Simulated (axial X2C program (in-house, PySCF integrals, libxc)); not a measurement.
**GaAg at several levels of theory**

Calculated with an axial X2C code built on PySCF integrals. Spin-free means the one-electron spin-free X2C Hamiltonian; two-component (2c) means X2C with spin–orbit coupling and atomic mean-field two-electron Coulomb and Gaunt terms, so the difference of the two also holds small scalar two-electron terms. Basis: Ag dyall-cv3z [12s12p8d5f3g], Ga dyall-cv3z [9s9p7d4f1g] (cores contracted in-house); Gaussian nuclei, density fitting, unrestricted open shells. Masses: Ag 106.905 u, Ga 68.926 u.

Input:
```json
{
 "zs": [
  47,
  31
 ],
 "q": 0,
 "bas": [
  "dyall-cv3z",
  "dyall-cv3z"
 ],
 "levels": [
  "PBE0",
  "HF",
  "r2SCAN0"
 ],
 "cc": true,
 "r0": 2.52,
 "thr": -1.0,
 "nmax": 90,
 "npts": 10,
 "nst": 2,
 "ntry": 6
}
```
```bash
python so2c.py task.json out
```

Keys: zs atomic numbers; q charge; bas basis sets; levels methods; cc coupled cluster on or off; r0 starting distance in Å; thr threshold in hartree for freezing inner shells (an s shell follows its p shell); nmax most natural virtual spinors; npts points on the curve; nst determinants followed; ntry starts of the search. HF also brings MP2.

State, spin-free: M_S = 0, Λ = 0 (closed shell); electrons by block: σα: 17, σβ: 17, π+α: 8, π+β: 8, π-α: 8, π-β: 8, δ+α: 3, δ+β: 3, δ-α: 3, δ-β: 3. Fragments: Ag + Ga.

State, 2c: Ω = 0 (closed shell); electrons by block: 1/2: 25, -1/2: 25, 3/2: 11, -3/2: 11, 5/2: 3, -5/2: 3. Fragments: Ag + Ga.

```csv
Hamiltonian,level,Re (Å),ωe (cm⁻¹),ωexe (cm⁻¹),αe (cm⁻¹),De (eV),D0 (eV),μ (D)
spin-free,PBE0,2.539,175.3,0.523,0.000305,1.82,1.81,0.90
spin-free,MP2,2.493,189.8,0.531,0.0003,1.91,1.90,n/a
spin-free,CCSD(T),2.547,178.7,n/a,n/a,n/a,n/a,n/a
spin-free,r2SCAN0,2.513,181.7,0.536,0.000304,1.74,1.73,0.64
2c,PBE0,2.539,175.1,0.523,0.000305,n/a,n/a,0.90
2c,MP2,2.494,189.6,0.529,0.000301,1.86,1.85,n/a
2c,r2SCAN0,2.514,181.6,0.535,0.000304,n/a,n/a,0.64
```

Correlated methods: 14 electrons correlated (number of frozen shells: Ag 4 s, 3 p, 1 d; Ga 3 s, 2 p, 1 d), 340 virtual spin orbitals or spinors in MP2.

Dipoles are positive if Ga is the positive end.

The state is one determinant whose occupation by symmetry is held fixed; it was picked as the lowest of a PBE0 search that is not exhaustive. Closed shells are restricted here (equal orbitals for both partners); the stretched side of such a curve lies too high. De is counted from the lowest determinant-based energies of the atoms at the same level, without counterpoise correction. De is not given where an atomic determinant may have missed its ground term or J level, or where the truncated virtual space spoils (T). CCSD and (T) use frozen natural virtuals with an MP2 correction for the truncation; (T) itself is uncorrected, so its De runs slightly low. Without a current term, density functionals place determinants with orbital angular momentum somewhat too high. The T1 diagnostic is large, a sign of multireference character. With the outer-core shells frozen, correlated bond lengths of heavy atoms tend to come out a few hundredths of an ångström too long.

No reliable constants came from CCSD (2c), CCSD (spin-free), CCSD(T) (2c), HF (2c), HF (spin-free): no minimum in range, unconverged points, a curve that is not smooth, a change of character along it, or the two Hamiltonians disagreeing along it.

Rough cost a point (2c) on 1 thread(s) of a shared host, integrals apart: PBE0 1.7 s, r2SCAN0 2.3 s.

The whole task took 3.3 min on 1 thread of AMD EPYC 7B13 (Zen 3) (shared host).
